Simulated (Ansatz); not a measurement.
Calculated with Ansatz (gas phase, PBE0-D4/def2-TZVP geometries, no zero-point term in ΔE). CCSD(T)/CBS adds triple-zeta CCSD(T) − MP2 to the extrapolated MP2 energy (def2 sets, frozen cores). Functionals use def2-TZVPP. B3LYP here is the variant with VWN-RPA as its local correlation; programs differ in this. For Ge outer-core shells are correlated without core-valence functions, which leaves a few kJ/mol of doubt a bond. Scalar relativity is left out up to krypton. Each species was taken in one conformer, which may not be the lowest.

Reaction (isomerisation): `C[Si](F)(F)[GeH3]` → `F[CH](F)[GeH2][SiH3]`

Question: Is it downhill or uphill in electronic energy at CCSD(T)/CBS, and by how much? (An estimate is asked.)

Answer: The calculation gave: Uphill: ΔE = +470.7 kJ/mol.

Question: What do these levels give: PBE-D4, B3LYP-D4, ωB97X-V, ωB97M-V, PBE, HF/def2-TZVPP, MP2/def2-TZVPP, CCSD/def2-TZVPP, CCSD(T)/def2-TZVPP, HF/def2-QZVPP, SCS-MP2/def2-QZVPP, HF/CBS(def2)? (Estimate.)

Answer: Computed: PBE-D4 432.5, B3LYP-D4 453.1, ωB97X-V 448.1, ωB97M-V 458.5, PBE 431.6, HF/def2-TZVPP 465.9, MP2/def2-TZVPP 478.9, CCSD/def2-TZVPP 462.5, CCSD(T)/def2-TZVPP 459.0, HF/def2-QZVPP 471.3, SCS-MP2/def2-QZVPP 477.4, HF/CBS(def2) 472.0 kJ/mol.

Largest T1 diagnostic among the species: 0.012.

From PBE to PBE0 (25 % exact exchange), in def2-TZVPP and without D4, ΔE moves by +14.5 kJ/mol.
